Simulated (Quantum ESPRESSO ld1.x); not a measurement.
Pd I, 46 electrons, occupied as [Kr] 4d7 5s1 5p2 (not the ground configuration). Method: non-relativistic Kohn-Sham, LDA (Slater exchange, Perdew-Zunger correlation), spin-polarised, spherical densities, point nucleus; open shells are filled with parallel spins first; relativity is left out, which matters for an element this heavy; computed with ld1.x of Quantum ESPRESSO 7.5. Some entries of the table are withheld. Estimate them.

orbital,occ.,eigenvalue (Ry),<r> (bohr)
1s up,1,-1721.39,0.03313
1s down,1,-1721.38,0.03313
2s up,1,-247.395,0.1439
2s down,1,-247.352,0.1439
2p up,3,-229.993,0.1230
2p down,3,-229.958,0.1230
3s up,1,-45.2841,0.3926
3s down,1,-45.2515,0.3925
3p up,3,-38.3254,0.3847
3p down,3,-38.2904,0.3846
3d up,5,-25.4376,0.3576
3d down,5,-25.3932,0.3574
4s up,1,-6.92282,0.9673
4s down,1,-6.75593,0.9661
4p up,3,-4.74654,1.038
4p down,3,-4.57675,1.037
4d up,5,-1.28113,1.338
4d down,2,-1.10449,1.335
5s up,1,(1),2.811
5s down,0,(2),2.902
5p up,2,-0.27818,3.601
5p down,0,-0.13375,4.144

Answer. 
(1) 5s up eigenvalue (Ry): -0.64015
(2) 5s down eigenvalue (Ry): -0.46501
